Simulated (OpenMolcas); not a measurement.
## S2+: terms and fine structure

| Property | Result |
| --- | --- |
| Program | OpenMolcas 26.06 |
| Method | CASSCF |
| Basis | ANO-RCC-VQZP [6s5p3d2f1g] |
| Scalar Hamiltonian | DKH2, point nucleus |
| Active space | 2 electrons in 3 orbitals (3p) |
| State averaging | 2S+1 = 3 even, 3 roots; 2S+1 = 1 even, 6 roots kept (CI in the orbitals of an earlier block) |
| Spin-orbit coupling | state interaction with AMFI integrals over the reference wave functions, term energies averaged over their components |

Spin-free terms above the lowest, with the occupations of the reference:

| Configuration | Term | E (cm⁻¹) | Occupations |
| --- | --- | --- | --- |
| 3s² 3p² | ³P | 0.0 | 3p 2.00 |
| 3s² 3p² | ¹D | 13846 | 3p 2.00 |
| 3s² 3p² | ¹S | 34614 | 3p 2.00 |

With spin-orbit coupling, above the lowest level:

```json
{"Configuration": "3s² 3p²", "Term": "³P", "J": "0", "E (cm⁻¹)": "0.0", "Measured (cm⁻¹)": "0.0", "Term weight %": "100"}
{"Configuration": "3s² 3p²", "Term": "³P", "J": "1", "E (cm⁻¹)": "264", "Measured (cm⁻¹)": "299", "Term weight %": "100"}
{"Configuration": "3s² 3p²", "Term": "³P", "J": "2", "E (cm⁻¹)": "755", "Measured (cm⁻¹)": "833", "Term weight %": "100"}
{"Configuration": "3s² 3p²", "Term": "¹D", "J": "2", "E (cm⁻¹)": "14369", "Measured (cm⁻¹)": "11323", "Term weight %": "100"}
{"Configuration": "3s² 3p²", "Term": "¹S", "J": "0", "E (cm⁻¹)": "35143", "Measured (cm⁻¹)": "27161", "Term weight %": "100"}
```

Against the 4 measured excited levels shown (NIST levels in Podobedova, Kelleher and Wiese, J. Phys. Chem. Ref. Data 38, 171 (2009)) the mean absolute deviation is 2800 cm-1; the largest miss in energy is 3s² 3p² ¹S₀: computed 35143, measured 27161 cm⁻¹ (+29.4 %).

Spin-orbit coupling puts the lowest level 514 cm⁻¹ below the lowest spin-free term.

For ³P the intervals divided by the larger J are 264.3, 245.5 cm-1. Landé's interval rule makes them equal in pure LS coupling; they differ by 7 % of their mean. The multiplet is regular.

Terms from blocks run as CI alone lack orbitals of their own. With the s shell closed, the reference lacks s² → p² mixing. Computed and measured levels are paired by configuration, term and J; levels that our copy of the source lacks, or whose pairing is in doubt (as where it misses far off the trend of its configuration), stay unpaired and out of the deviations. Only configurations of the active space appear.

The RASSCF and RASSI steps took 2.2 s on 1 thread of Arm Neoverse V2 (shared host); the integral step is not counted.

The term weight is that of the spin-free term in the level, not the purity of its configuration.
